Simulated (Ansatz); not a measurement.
Ansatz (a program for electronic structure) input (HF/6-31G*):

Ansatz 0.2 input:
```yaml
crystal:
  periodic: [false, false, false]
  atoms:
    - {symbol: C, position_ang: [1.83696192, 0.71960837, 0.12752834]}
    - {symbol: N, position_ang: [0.77851305, -0.20176164, 0.47310551]}
    - {symbol: B, position_ang: [-0.54814014, -0.20759386, -0.04398918]}
    - {symbol: O, position_ang: [-1.46691467, -1.13781322, 0.34934088]}
    - {symbol: O, position_ang: [-0.99267761, 0.70993133, -0.94862203]}
    - {symbol: H, position_ang: [2.55117289, 0.79534208, 0.93920080]}
    - {symbol: H, position_ang: [2.38098247, 0.42749676, -0.76865846]}
    - {symbol: H, position_ang: [1.43908716, 1.71649364, -0.02979055]}
    - {symbol: H, position_ang: [1.07681530, -0.96142513, 1.04274285]}
    - {symbol: H, position_ang: [-1.16598611, -1.73090975, 1.01930750]}
    - {symbol: H, position_ang: [-0.33599564, 1.30870803, -1.26551547]}
basis:
  gaussian:
    orbitals: 6-31G*
hamiltonian:
  xc: {name: HF}
phonons: {temperatures: {t_min: 298.15, t_max: 298.15, t_step: 100}}
```

Output:

```
Functional definition: HF
integrals: 0.03 GiB planned
967 factors; integrals over basis functions are off by at most 3.8e-4 eV
mean field: 0.23 GiB planned
mean field evaluation 1: about -7352.5030 eV, gradient 4.6e1 eV
mean field evaluation 2: about -7352.5725 eV, gradient 4.6e1 eV
mean field evaluation 4: about -7356.6046 eV, gradient 3.4e0 eV
mean field evaluation 8: about -7356.6401 eV, gradient 1.1e-4 eV
mean field -7356.64006048 eV, -270.3515357129 hartree, gradient 1.3e-5 eV, S^2 0.000000; 0 other end points of the search recorded, 0 dependent functions left out
the calculation of the forces begins
reference -7356.64006048 eV, -270.3515357129 hartree; 20, 20 occupied and 67, 67 virtual orbitals, 967 factors
these checks for a lower state are left out or cut short: stability, starts, cluster_reference, orbital_swaps, neighbouring_geometries, increment
integrals: 0.03 GiB planned
967 factors; integrals over basis functions are off by at most 3.8e-4 eV
mean field: 0.23 GiB planned
mean field evaluation 16: about -7356.6399 eV, gradient 2.0e-6 eV
mean field -7356.63986826 eV, -270.3515286491 hartree, gradient 2.8e-6 eV, S^2 0.000000; 0 other end points of the search recorded, 0 dependent functions left out
the calculation of the forces begins
reference -7356.63986826 eV, -270.3515286491 hartree; 20, 20 occupied and 67, 67 virtual orbitals, 967 factors
these checks for a lower state are left out or cut short: stability, starts, cluster_reference, orbital_swaps, neighbouring_geometries, increment
integrals: 0.03 GiB planned
967 factors; integrals over basis functions are off by at most 3.8e-4 eV
mean field: 0.23 GiB planned
mean field -7356.63987519 eV, -270.3515289035 hartree, gradient 3.0e-6 eV, S^2 0.000000; 0 other end points of the search recorded, 0 dependent functions left out
the calculation of the forces begins
reference -7356.63987519 eV, -270.3515289035 hartree; 20, 20 occupied and 67, 67 virtual orbitals, 967 factors
these checks for a lower state are left out or cut short: stability, starts, cluster_reference, orbital_swaps, neighbouring_geometries, increment
integrals: 0.03 GiB planned
967 factors; integrals over basis functions are off by at most 3.7e-4 eV
mean field: 0.23 GiB planned
mean field -7356.63986873 eV, -270.3515286663 hartree, gradient 2.4e-6 eV, S^2 0.000000; 0 other end points of the search recorded, 0 dependent functions left out
the calculation of the forces begins
reference -7356.63986873 eV, -270.3515286663 hartree; 20, 20 occupied and 67, 67 virtual orbitals, 967 factors
these checks for a lower state are left out or cut short: stability, starts, cluster_reference, orbital_swaps, neighbouring_geometries, increment
integrals: 0.03 GiB planned
967 factors; integrals over basis functions are off by at most 3.8e-4 eV
mean field: 0.23 GiB planned
mean field evaluation 32: about -7356.6399 eV, gradient 7.1e-5 eV
mean field -7356.63987284 eV, -270.3515288172 hartree, gradient 2.6e-6 eV, S^2 0.000000; 0 other end points of the search recorded, 0 dependent functions left out
the calculation of the forces begins
reference -7356.63987284 eV, -270.3515288172 hartree; 20, 20 occupied and 67, 67 virtual orbitals, 967 factors
these checks for a lower state are left out or cut short: stability, starts, cluster_reference, orbital_swaps, neighbouring_geometries, increment
integrals: 0.03 GiB planned
967 factors; integrals over basis functions are off by at most 3.8e-4 eV
mean field: 0.23 GiB planned
mean field -7356.63986336 eV, -270.3515284689 hartree, gradient 1.9e-6 eV, S^2 0.000000; 0 other end points of the search recorded, 0 dependent functions left out
the calculation of the forces begins
reference -7356.63986336 eV, -270.3515284689 hartree; 20, 20 occupied and 67, 67 virtual orbitals, 967 factors
these checks for a lower state are left out or cut short: stability, starts, cluster_reference, orbital_swaps, neighbouring_geometries, increment
integrals: 0.03 GiB planned
967 factors; integrals over basis functions are off by at most 3.8e-4 eV
mean field: 0.23 GiB planned
mean field -7356.63986470 eV, -270.3515285180 hartree, gradient 1.6e-6 eV, S^2 0.000000; 0 other end points of the search recorded, 0 dependent functions left out
the calculation of the forces begins
reference -7356.63986470 eV, -270.3515285180 hartree; 20, 20 occupied and 67, 67 virtual orbitals, 967 factors
these checks for a lower state are left out or cut short: stability, starts, cluster_reference, orbital_swaps, neighbouring_geometries, increment
integrals: 0.03 GiB planned
967 factors; integrals over basis functions are off by at most 3.8e-4 eV
mean field: 0.23 GiB planned
mean field -7356.63984197 eV, -270.3515276828 hartree, gradient 3.4e-6 eV, S^2 0.000000; 0 other end points of the search recorded, 0 dependent functions left out
[...]
these checks for a lower state are left out or cut short: stability, starts, cluster_reference, orbital_swaps, neighbouring_geometries, increment
integrals: 0.03 GiB planned
967 factors; integrals over basis functions are off by at most 3.8e-4 eV
mean field: 0.23 GiB planned
mean field -7356.64003138 eV, -270.3515346435 hartree, gradient 2.1e-6 eV, S^2 0.000000; 0 other end points of the search recorded, 0 dependent functions left out
the calculation of the forces begins
reference -7356.64003138 eV, -270.3515346435 hartree; 20, 20 occupied and 67, 67 virtual orbitals, 967 factors
these checks for a lower state are left out or cut short: stability, starts, cluster_reference, orbital_swaps, neighbouring_geometries, increment
integrals: 0.03 GiB planned
967 factors; integrals over basis functions are off by at most 3.8e-4 eV
mean field: 0.23 GiB planned
mean field -7356.64003497 eV, -270.3515347755 hartree, gradient 2.6e-6 eV, S^2 0.000000; 0 other end points of the search recorded, 0 dependent functions left out
the calculation of the forces begins
reference -7356.64003497 eV, -270.3515347755 hartree; 20, 20 occupied and 67, 67 virtual orbitals, 967 factors
these checks for a lower state are left out or cut short: stability, starts, cluster_reference, orbital_swaps, neighbouring_geometries, increment
integrals: 0.03 GiB planned
967 factors; integrals over basis functions are off by at most 3.8e-4 eV
mean field: 0.23 GiB planned
mean field evaluation 352: about -7356.6400 eV, gradient 1.0e-6 eV
mean field -7356.63998268 eV, -270.3515328536 hartree, gradient 1.1e-6 eV, S^2 0.000000; 0 other end points of the search recorded, 0 dependent functions left out
the calculation of the forces begins
reference -7356.63998268 eV, -270.3515328536 hartree; 20, 20 occupied and 67, 67 virtual orbitals, 967 factors
these checks for a lower state are left out or cut short: stability, starts, cluster_reference, orbital_swaps, neighbouring_geometries, increment
integrals: 0.03 GiB planned
967 factors; integrals over basis functions are off by at most 3.8e-4 eV
mean field: 0.23 GiB planned
mean field -7356.63997803 eV, -270.3515326829 hartree, gradient 2.8e-6 eV, S^2 0.000000; 0 other end points of the search recorded, 0 dependent functions left out
the calculation of the forces begins
reference -7356.63997803 eV, -270.3515326829 hartree; 20, 20 occupied and 67, 67 virtual orbitals, 967 factors
these checks for a lower state are left out or cut short: stability, starts, cluster_reference, orbital_swaps, neighbouring_geometries, increment
integrals: 0.03 GiB planned
967 factors; integrals over basis functions are off by at most 3.8e-4 eV
mean field: 0.23 GiB planned
mean field -7356.63996917 eV, -270.3515323572 hartree, gradient 1.1e-6 eV, S^2 0.000000; 0 other end points of the search recorded, 0 dependent functions left out
the calculation of the forces begins
reference -7356.63996917 eV, -270.3515323572 hartree; 20, 20 occupied and 67, 67 virtual orbitals, 967 factors
these checks for a lower state are left out or cut short: stability, starts, cluster_reference, orbital_swaps, neighbouring_geometries, increment
integrals: 0.03 GiB planned
967 factors; integrals over basis functions are off by at most 3.8e-4 eV
mean field: 0.23 GiB planned
mean field -7356.63995984 eV, -270.3515320143 hartree, gradient 1.3e-6 eV, S^2 0.000000; 0 other end points of the search recorded, 0 dependent functions left out
the calculation of the forces begins
reference -7356.63995984 eV, -270.3515320143 hartree; 20, 20 occupied and 67, 67 virtual orbitals, 967 factors
these checks for a lower state are left out or cut short: stability, starts, cluster_reference, orbital_swaps, neighbouring_geometries, increment
integrals: 0.03 GiB planned
967 factors; integrals over basis functions are off by at most 3.8e-4 eV
mean field: 0.23 GiB planned
mean field -7356.63996183 eV, -270.3515320876 hartree, gradient 9.8e-7 eV, S^2 0.000000; 0 other end points of the search recorded, 0 dependent functions left out
the calculation of the forces begins
reference -7356.63996183 eV, -270.3515320876 hartree; 20, 20 occupied and 67, 67 virtual orbitals, 967 factors
these checks for a lower state are left out or cut short: stability, starts, cluster_reference, orbital_swaps, neighbouring_geometries, increment
integrals: 0.03 GiB planned
967 factors; integrals over basis functions are off by at most 3.8e-4 eV
mean field: 0.23 GiB planned
mean field -7356.63996970 eV, -270.3515323768 hartree, gradient 1.1e-6 eV, S^2 0.000000; 0 other end points of the search recorded, 0 dependent functions left out
the calculation of the forces begins
reference -7356.63996970 eV, -270.3515323768 hartree; 20, 20 occupied and 67, 67 virtual orbitals, 967 factors
these checks for a lower state are left out or cut short: stability, starts, cluster_reference, orbital_swaps, neighbouring_geometries, increment
integrals: 0.03 GiB planned
967 factors; integrals over basis functions are off by at most 3.8e-4 eV
mean field: 0.23 GiB planned
mean field evaluation 384: about -7356.5510 eV, gradient 4.0e-1 eV
mean field -7356.63998044 eV, -270.3515327716 hartree, gradient 2.7e-6 eV, S^2 0.000000; 0 other end points of the search recorded, 0 dependent functions left out
the calculation of the forces begins
reference -7356.63998044 eV, -270.3515327716 hartree; 20, 20 occupied and 67, 67 virtual orbitals, 967 factors
these checks for a lower state are left out or cut short: stability, starts, cluster_reference, orbital_swaps, neighbouring_geometries, increment
integrals: 0.03 GiB planned
967 factors; integrals over basis functions are off by at most 3.8e-4 eV
mean field: 0.23 GiB planned
mean field -7356.63997648 eV, -270.3515326259 hartree, gradient 2.9e-6 eV, S^2 0.000000; 0 other end points of the search recorded, 0 dependent functions left out
the calculation of the forces begins
reference -7356.63997648 eV, -270.3515326259 hartree; 20, 20 occupied and 67, 67 virtual orbitals, 967 factors
these checks for a lower state are left out or cut short: stability, starts, cluster_reference, orbital_swaps, neighbouring_geometries, increment
integrals: 0.03 GiB planned
967 factors; integrals over basis functions are off by at most 3.8e-4 eV
mean field: 0.23 GiB planned
mean field -7356.64002556 eV, -270.3515344295 hartree, gradient 2.5e-6 eV, S^2 0.000000; 0 other end points of the search recorded, 0 dependent functions left out
the calculation of the forces begins
reference -7356.64002556 eV, -270.3515344295 hartree; 20, 20 occupied and 67, 67 virtual orbitals, 967 factors
these checks for a lower state are left out or cut short: stability, starts, cluster_reference, orbital_swaps, neighbouring_geometries, increment
integrals: 0.03 GiB planned
967 factors; integrals over basis functions are off by at most 3.8e-4 eV
mean field: 0.23 GiB planned
mean field -7356.64003898 eV, -270.3515349227 hartree, gradient 2.4e-6 eV, S^2 0.000000; 0 other end points of the search recorded, 0 dependent functions left out
the calculation of the forces begins
reference -7356.64003898 eV, -270.3515349227 hartree; 20, 20 occupied and 67, 67 virtual orbitals, 967 factors
Total energy: -7356.64006048 eV, -270.3515357129 hartree
Atom 0 at     1.836962     0.719608     0.127528 Å, force    -0.001404    -0.000675    -0.000296 eV/Å
Atom 1 at     0.778513    -0.201762     0.473106 Å, force     0.000059     0.002133     0.001539 eV/Å
Atom 2 at    -0.548140    -0.207594    -0.043989 Å, force     0.000992     0.000119     0.001452 eV/Å
Atom 3 at    -1.466915    -1.137813     0.349341 Å, force    -0.000094    -0.001586    -0.002698 eV/Å
Atom 4 at    -0.992678     0.709931    -0.948622 Å, force     0.002726    -0.000211     0.002459 eV/Å
Atom 5 at     2.551173     0.795342     0.939201 Å, force     0.000395    -0.000046     0.000200 eV/Å
Atom 6 at     2.380982     0.427497    -0.768658 Å, force     0.000415     0.000111    -0.000505 eV/Å
Atom 7 at     1.439087     1.716494    -0.029791 Å, force    -0.000384     0.000122     0.000096 eV/Å
Atom 8 at     1.076815    -0.961425     1.042743 Å, force    -0.000378    -0.001686    -0.001305 eV/Å
Atom 9 at    -1.165986    -1.730910     1.019308 Å, force    -0.000677     0.000963     0.001785 eV/Å
Atom 10 at    -0.335996     1.308708    -1.265515 Å, force    -0.001649     0.000756    -0.002727 eV/Å
Dipole moment:     0.792133    -0.030312     0.284140 e Å
Vibrations: 86.23 126.75 265.98 320.19 456.09 464.91 507.57 563.62 711.80 859.75 1055.91 1084.69 1207.31 1244.48 1264.67 1445.31 1526.78 1630.15 1645.73 1656.13 1682.69 3183.70 3242.61 3272.91 3853.18 4161.86 4175.71 cm⁻¹, zero-point energy 2.584865 eV
```

The blocks after the first are displaced geometries, from whose forces the wavenumbers follow.
